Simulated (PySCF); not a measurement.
# `InChI=1S/C6H10Si/c7-6-3-4-1-2-5(4)6/h3-5H,1-2H2,7H3/t4-,5-/m0/s1`

Geometry (Å), atoms numbered from 1 in this order:
```xyz
17

Si    2.4959    0.8970   -0.0912
C     0.9668   -0.1742   -0.0377
C     0.4318   -1.1238   -0.8202
C    -0.8131   -1.2825   -0.0047
C    -1.9400   -0.3058   -0.4152
C    -1.3343    0.7815    0.4839
C    -0.2124   -0.1877    0.9118
H     3.2640    0.6972    1.1414
H     3.2998    0.5285   -1.2569
H     2.0953    2.3054   -0.1813
H     0.7359   -1.5797   -1.7464
H    -1.1077   -2.2723    0.3332
H    -2.9248   -0.6366   -0.0928
H    -1.9719   -0.0739   -1.4780
H    -1.9830    1.0816    1.3038
H    -0.9792    1.6706   -0.0341
H    -0.0302   -0.3133    1.9745
```

Method used: PySCF 2.14.0, TDDFT wB97X-D/aug-cc-pVDZ circular dichroism and optical rotation, one conformer, gas phase. Geometry: GFN2-xTB.

Singlets 12 and 13 lie within 0.01 eV of each other, so their separate moments and overlaps can depend on how they mix.

(1) What are the CIP labels of the stereocentres?

(2) List the lowest 16 singlet excitations with oscillator and rotatory strengths.

Answers

(1) C4 S, C7 S.

(2) Rotatory strengths R in 10⁻⁴⁰ esu² cm², velocity form and length form (origin at the centre of mass); f in length form.
```
state  E (eV)  λ (nm)      f  R (velocity)  R (length)                                    main
    1    6.07     204  0.054         +40.2       +41.0    HOMO−1→LUMO+5 0.20, HOMO→LUMO+5 0.15
    2    6.42     193  0.099        -127.6      -129.3    HOMO−1→LUMO+5 0.14, HOMO→LUMO+5 0.12
    3    6.63     187  0.010         -12.5       -12.7                          HOMO→LUMO 0.64
    4    6.79     182  0.061         +63.4       +64.2  HOMO−2→LUMO+5 0.27, HOMO−2→LUMO+4 0.15
    5    7.08     175  0.038          +7.4        +7.7      HOMO→LUMO+2 0.55, HOMO→LUMO+4 0.18
    6    7.13     174  0.041         +40.0       +40.4      HOMO→LUMO+1 0.36, HOMO→LUMO+3 0.17
    7    7.31     170  0.005          +0.3        +0.4      HOMO→LUMO+3 0.23, HOMO−1→LUMO 0.19
    8    7.41     167  0.006          +0.1        +0.3                        HOMO−1→LUMO 0.53
    9    7.54     164  0.006          +3.5        +3.3     HOMO→LUMO+11 0.17, HOMO→LUMO+4 0.17
   10    7.59     163  0.012          +2.6        +2.4      HOMO→LUMO+2 0.18, HOMO→LUMO+4 0.13
   11    7.69     161  0.027         +51.7       +51.3    HOMO→LUMO+6 0.15, HOMO−1→LUMO+1 0.15
   12    7.72     161  0.005         -17.9       -18.0    HOMO−2→LUMO 0.33, HOMO−1→LUMO+1 0.16
   13    7.72     161  0.012          +2.2        +2.6    HOMO−2→LUMO 0.20, HOMO−1→LUMO+1 0.18
   14    7.82     159  0.013          +8.2        +8.2    HOMO−1→LUMO+2 0.39, HOMO−2→LUMO 0.13
   15    7.90     157  0.037         +12.8       +12.8  HOMO−3→LUMO+5 0.23, HOMO−3→LUMO+1 0.18
   16    7.96     156  0.006          +4.4        +4.3  HOMO−1→LUMO+3 0.51, HOMO−1→LUMO+5 0.10
```

Among the states computed, the strongest CD band (largest |R|) is state 2. The largest dissymmetry factor in size, g = 4R/(D+G), with D and G the electric and magnetic dipole strengths, is -0.045 for state 12 (velocity form, f = 0.005), among bands with |R| over 0.5. The mirror image has the same energies and oscillator strengths and all R with the opposite sign.
